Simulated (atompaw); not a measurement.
# Before and after: PAW (atompaw) potential for La (Z = 57)

La (Z = 57), PAW, made with atompaw 4.2.0.5 (PBE, scalar-relativistic). Core [Kr] 4d10, reference 4f0 5s2 5p6 5d1 6s1 6p0 (charge +1). Waves: 5s (bound): rc 2.60 bohr; 6s (bound): rc 2.80 bohr; 5p (bound): rc 2.40 bohr; 6p (bound, empty): rc 3.00 bohr; 5d (bound): rc 3.00 bohr; 5d channel at 0.65 Ry: rc 3.00 bohr; 4f (bound, empty): rc 1.10 bohr; 4f channel at 3.7 Ry: rc 1.10 bohr. Local part: bessel scheme, radius 2.70 bohr. Core correction: smooth core density matched at 1.75 bohr. Augmentation charge: besselshape compensation charge, radius 2.95 bohr; PAW radius 3.00 bohr; waves and projectors: custom rrkj vanderbiltortho.

Change: wave 5p (bound): rc 2.40 bohr becomes 5p (bound): rc 1.50 bohr.

Cutoffs: the cutoffs (Ry, on a coarse ladder) from which the occupation-weighted sum of valence levels, in a spherical-Bessel basis at the reference potential, stays within 10 and 1 mRy of its value at 400 Ry; they do not see the model core or the augmentation charge, which bear on the density cutoff.

Task: What does the change do?

Result: The potential gets harder (15 Ry and 25 Ry → 30 Ry and 55 Ry); the range in which the p phases agree narrows (upper end at the end of the scan → 0.2); neither file shows a bound ghost.

```tsv
quantity	base	changed
cutoff, loose	15 Ry	30 Ry
cutoff, tight	25 Ry	55 Ry
loose cutoff by channel (10 mRy a level)	s 10 Ry, p 10 Ry, d 8 Ry	s 10 Ry, p 21 Ry, d 8 Ry
bound ghosts	none	none
s: phases at 3.00 bohr within 0.05 rad from the reference energy up to (Ry; the scan ends near 5)	2.5	2.5
p: phases at 3.00 bohr within 0.05 rad from the reference energy up to (Ry; the scan ends near 5)	to the end of the scan	0.2
d: phases at 3.00 bohr within 0.05 rad from the reference energy up to (Ry; the scan ends near 5)	2.3	2.3
f: phases at 3.00 bohr within 0.05 rad from the reference energy up to (Ry; the scan ends near 5)	0.6	0.6
lowest overlap eigenvalue by channel	s 0.12, p 0.09, d 0.38, f 1.00	s 0.12, p 0.02, d 0.38, f 1.00
```

Base: The cutoffs count occupied waves only; the empty 4f level needs 100 Ry at the loose tolerance. Changed file: The cutoffs count occupied waves only; the empty 4f level needs 100 Ry at the loose tolerance. The cutoffs see the waves, projectors and local potential, not the compensation charge or the core.
